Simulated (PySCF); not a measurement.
All values below come from PySCF with TPSSh-D3(BJ)/def2-TZVP // BP86-D3(BJ)/def2-SVP. All species are isolated molecules in the gas phase. One relaxed conformer stands for a flexible species; it need not be the lowest. 

Reference species: [Hf(OH)4] (neutral, multiplicity 1).

coordination number: 4
mean distance from the central atom to its bonded neighbours: 1.942 Å
charge on the central atom (Mulliken): 1.64 e

Changed species: [Hf(NH2)4] (4 of 4 OH replaced by NH2; the reference has 0 of 4 OH replaced by NH2).

Q: Predict the effect on the coordination number, mean distance from the central atom to its bonded neighbours and charge on the central atom (Mulliken).

A: the coordination number hardly moves; the mean distance from the central atom to its bonded neighbours rises by 0.117 Å, to 2.059 Å; the charge on the central atom (Mulliken) drops by 0.22 e, to 1.42 e.
